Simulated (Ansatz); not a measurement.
A search over several starts for the lowest SCF solution of cis-PtH2(AsH3)2 (As2PtH8) at the given spin, in a small basis.

```yaml
crystal:
  periodic: [false, false, false]
  atoms:
    - {symbol: Pt, position_ang: [0.939314, 0.760119, 0.180628]}
    - {symbol: H, position_ang: [0.995956, 0.834703, -1.457505]}
    - {symbol: H, position_ang: [1.106825, 2.337375, 0.439924]}
    - {symbol: As, position_ang: [-1.449582, 1.168804, 0.069413]}
    - {symbol: H, position_ang: [-2.429919, 0.179475, -0.544917]}
    - {symbol: H, position_ang: [-1.842616, 2.380826, -0.743065]}
    - {symbol: H, position_ang: [-2.268093, 1.489508, 1.309049]}
    - {symbol: As, position_ang: [1.174596, -1.712411, 0.221867]}
    - {symbol: H, position_ang: [1.309307, -2.562151, 1.475162]}
    - {symbol: H, position_ang: [2.355553, -2.307513, -0.514581]}
    - {symbol: H, position_ang: [0.108662, -2.568743, -0.435963]}
basis:
  gaussian: {orbitals: def2-SVP, initial_orbitals: start.molden}
magnetization: {spin_polarized: true, initial_magnetization: 2}
hamiltonian: {xc: pbe0, dispersion: d4}
output: {orbitals: {seedname: orbitals}}
```

The file start.molden holds the orbitals of an earlier run on this structure, at another level or in another basis.

```sh
$ ansatz run in.yaml --threads 4 --pin off --events-out ev --progress --plain --max-ram 3916MiB
```

Shortened log:

```
Functional definition: PBE0
1370 factors; integrals over basis functions are off by at most 1.3e-3 eV
mean field evaluation 1: about -125028.3898 eV, gradient 3.5e-1 eV
mean field evaluation 2: about -125028.5570 eV, gradient 4.8e-4 eV
mean field evaluation 4: about -125028.5570 eV, gradient 1.4e-5 eV
mean field evaluation 8: about -125028.3356 eV, gradient 3.5e0 eV
mean field evaluation 16: about -125028.5570 eV, gradient 1.4e-2 eV
mean field -125028.55702600 eV, -4594.7147233057 hartree, gradient 1.4e-5 eV, S^2 2.004076; 1 other end points of the search recorded, 0 dependent functions left out
reference -125028.55706334 eV, -4594.7147246779 hartree; 47, 45 occupied and 89, 91 virtual orbitals, 1370 factors
Total energy: -125028.82011265 eV, -4594.7243915619 hartree
```

Run time 6 s (4 threads of Arm Neoverse V1 on a shared host).

In the def2 sets Pt takes a core potential; there is no spin–orbit coupling. The name describes the singlet; other states may take another shape. At PBE0-D4/def2-TZVP a singlet of charge 0 lies 2.25 eV below the triplet, each at its own geometry.
